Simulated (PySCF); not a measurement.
MnI: one state, many levels of theory

State: ⁷Σ⁺ (septet), unpaired electrons σ ↑↑, π ↑↑, δ ↑↑. Set-up: Mn x2c-TZVPPall, I x2c-TZVPPall; spin-free X2C with a Gaussian nucleus (PySCF 2.14). De refers to Mn (3d5 4s2) + I in their high-spin ground configurations, without counterpoise correction. The functionals are run spin-unrestricted. A positive dipole means Mn(−)I(+).

```csv
Level,Re (Å),ωe (cm⁻¹),De (eV),μ (D),"CPU s a point (SCF and correlation, without the integrals)"
UHF,2.681,227,n/a,-3.86,3.7
UHF-MP2,2.593,242,n/a,n/a,7.8
UHF-SCS-MP2,2.613,237,n/a,n/a,n/a
PBE,2.579,234,2.90,-2.08,5
PBEsol,2.550,242,3.15,-1.97,3.6
PW91,2.577,234,2.96,-2.06,4.3
BP86,2.579,233,2.83,-2.11,4.1
r²SCAN,2.583,240,3.10,-2.67,4.4
PBE0,2.593,237,2.77,-2.86,6.4
HSE06,2.596,236,2.78,-2.86,12
BHandHLYP,2.627,231,2.23,-3.31,4.6
```

The bond length runs from 2.550 Å (PBEsol) to 2.681 Å (UHF). De spans 2.23 eV (BHandHLYP, global hybrid GGA) to 3.15 eV (PBEsol, GGA).

Correlated steps freeze 23 core orbitals. The metal atom is held in its measured ground configuration; semilocal functionals can put another filling of s and d lower by some tenths of an eV, and De to that atom would be smaller. These are scalar-relativistic numbers at best; spin–orbit coupling would shift them, the dissociation energy most. The state is the lowest single determinant that the PBE0 search found; with open d or f shells the true ground state can be another one.

The whole job (state search and all levels along the bond) took about 13 min on 2 threads of Arm Neoverse V2 (shared host), peak memory 6.5 GiB.
